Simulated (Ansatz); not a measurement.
Total energies of CH₄BFOSi (`O=CB[SiH2]F`).

Cartesian coordinates in Å:
```
O -1.159 0.535 1.592
C -1.041 1.231 0.589
B 0.346 0.652 0.351
Si 0.587 -1.045 -0.683
F -0.806 -1.523 -1.332
H -1.823 1.924 0.247
H 1.264 1.209 0.875
H 1.546 -0.821 -1.800
H 1.086 -2.162 0.160
```

Total charge 0; spin multiplicity 1. The geometry is a stationary point of PBE0-D4/def2-TZVP. It is one conformer, not always the lowest. Basis def2-TZVPP, the Gaussian-basis code of Ansatz.

RPA on PBE orbitals: Hartree–Fock energy of these orbitals -528.16264 Eh, correlation -1.39667 Eh (frozen core).

| functional | energy without D4 (Eh) | D4 term (kJ/mol) |
| --- | --- | --- |
| LDA (SPW92) | -527.04464 | – |
| PBE | -529.61891 | -16.4 |
| revPBE | -529.90112 | -50.0 |
| BLYP | -529.99093 | -36.2 |
| r2SCAN | -529.89127 | -4.0 |
| B97M-V | -529.91566 | – |
| PBE0 | -529.65079 | -13.9 |
| B3LYP | -530.06633 | -26.5 |
| r2SCANh | -529.87492 | -4.3 |
| r2SCAN0 | -529.85189 | -4.7 |
| HSE06 (plane-wave form) | -529.63275 | -12.9 |
| BHLYP | -529.92527 | -20.2 |
| CAM-B3LYP | -529.95705 | -14.1 |
| LC-ωPBE | -529.79210 | – |
| ωB97X-V | -529.91316 | – |
| ωB97M-V | -529.93670 | – |
| B2PLYP | -529.75586 | – |
| PBE-QIDH | -529.53100 | – |

B3LYP takes the VWN-RPA correlation (the form of Gaussian; ORCA's B3LYP/G). HSE06 is the plane-wave form, built on full-range PBE exchange. The double hybrids freeze the cores in their second-order part.

LC-ωPBE has ω = 0.4 bohr⁻¹.
